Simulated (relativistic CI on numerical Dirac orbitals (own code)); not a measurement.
A ladder of approximations for the levels of Cr⁶⁺

Calculated with a relativistic CI code on KLI orbitals (one set per configuration, finite nucleus), adding one ingredient at a time: step 1, Dirac-Coulomb, each configuration alone; step 2, with Breit and QED terms; step 3, with configuration mixing; step 4, with scaled Slater integrals (0.9); step 5, with a P86 correlation estimate; step 6, tied to the ionisation limit. P86 is a density functional for the correlation energy, evaluated here for each configuration and added to its levels. Step 6 is semi-empirical: configurations made of the next ion and one excited electron move by -289 cm⁻¹, so that their limit matches the tabulated ionisation energy, and those with a non-penetrating f or g electron also take the P86 value of the least penetrating other one.

CI space (outside the closed core [Ne]): 3s²3p⁶, 3s²3p⁵3d, 3s3p⁶3d, 3s²3p⁵4s, 3s²3p⁵4p, 3s²3p⁵4d, 3s²3p⁵4f, 3s²3p⁵5s, 3s3p⁶4p, 3s²3p⁵5d, 3s²3p⁵6s, 3s²3p⁵5p, 3s3p⁶4s, 3p⁶3d², 3p⁵3d³, 3p⁵3d²4s, 3p⁵3d²4p, 3p⁵3d²4d, 3p⁵3d²4f.

Computed minus measured energy above the ground level, in cm⁻¹, for 18 of the 45 excited levels that pair in every step (one J of a term; a digit in brackets numbers repeated terms):

| Configuration | Term | J | Measured | Step 1 | Step 2 | Step 3 | Step 4 | Step 5 | Step 6 |
| --- | --- | --- | --- | --- | --- | --- | --- | --- | --- |
| 3s²3p⁵3d | 3P° | 0 | 341179 | -4547 | -4826 | -4787 | -1365 | -464 | -753 |
| 3s²3p⁵3d | 3F° | 4 | 357544 | -4122 | -4604 | -4411 | -2588 | -1689 | -1978 |
| 3s²3p⁵3d | 1D° | 2 | 382682 | 716 | 274 | 513 | -380 | 519 | 229 |
| 3s²3p⁵4s | 2[3/2]° | 2 | 668859 | -1684 | -1780 | -3346 | -2833 | 4870 | 4582 |
| 3s²3p⁵4s | 2[1/2]° | 0 | 678535 | -1187 | -1545 | -3200 | -2675 | 5029 | 4741 |
| 3s²3p⁵4p | 3S | 1 | 734605 | -1997 | -2214 | -7098 | -4729 | 3380 | 3096 |
| 3s²3p⁵4p | 3D | 2 | 745329 | -2107 | -2268 | -2262 | -2067 | 6026 | 5736 |
| 3s²3p⁵4p | 3P | 2 | 751649 | -1463 | -1670 | -1761 | -2057 | 6044 | 5754 |
| 3s²3p⁵4d | 2[1/2]° | 0 | 856292 | -2565 | -2848 | -5083 | -4049 | 4330 | 4044 |
| 3s²3p⁵4d | 2[7/2]° | 4 | 860444 | -2616 | -2943 | -2947 | -2694 | 5681 | 5392 |
| 3s²3p⁵4d | 2[5/2]° | 2 | 864130 | -2277 | -2607 | -2639 | -2690 | 5685 | 5396 |
| 3s²3p⁵4f | 2[3/2] | 1 | 941811 | -8644 | -8932 | -7200 | -7025 | 5201 | 2076 |
| 3s²3p⁵4f | 2[9/2] | 5 | 944417 | -8832 | -9138 | -9188 | -8916 | 3368 | 223 |
| 3s²3p⁵4f | 2[5/2] | 3 | 944867 | -8428 | -8768 | -7427 | -7387 | 4852 | 1723 |
| 3s²3p⁵5s | 2[3/2]° | 1 | 951122 | -6324 | -6535 | -5124 | -5447 | 3200 | 2911 |
| 3s²3p⁵5s | 2[1/2]° | 1 | 960366 | -5884 | -6356 | -4989 | -5299 | 3348 | 3059 |
| 3s²3p⁵6s | 2[3/2]° | 1 | 1075627 | -8190 | -8436 | -6508 | -6913 | 2323 | 2039 |
| 3s²3p⁵6s | 2[1/2]° | 1 | 1085446 | -8083 | -8597 | -6742 | -7101 | 2138 | 1852 |

Mean absolute errors in cm⁻¹, over all paired levels and for the configurations:

```tsv
Configuration, levels	Step 1	Step 2	Step 3	Step 4	Step 5	Step 6
all, 45	4249	4566	4606	3974	3877	3147
3s²3p⁵3d, 12	4331	4607	4308	2172	1514	1706
3s²3p⁵4s, 4	1377	1606	2833	2599	5100	4812
3s²3p⁵4p, 7	1516	1736	2489	2226	5873	5584
3s²3p⁵4d, 9	2214	2611	3146	2980	5397	5109
3s²3p⁵4f, 9	8300	8689	8350	8358	3913	773
3s²3p⁵5s, 2	6104	6445	5057	5373	3274	2985
3s²3p⁵6s, 2	8137	8516	6625	7007	2231	1945
```

Measured levels: Sugar and Corliss, J. Phys. Chem. Ref. Data 6, 317 (1977).

The mean absolute error is lowest at step 6 (3147 cm⁻¹), and the largest single drop is from step 5 to 6 (3877 to 3147). Mixing lowers the ground level by 1535; relative to it the configurations that move most are 3s²3p⁵6s by +1892, 3s²3p⁵5s by +1389, 3s²3p⁵4s by -1226. The P86 estimate moves 3s²3p⁵4f by +12271, 3s²3p⁵6s by +9237, 3s²3p⁵5s by +8646, and takes the mean absolute error of the excited configurations from 3974 to 3877. Step 6 takes that error from 3877 to 3147; 3s²3p⁵4f gains from the shift and the changed P86 value together.
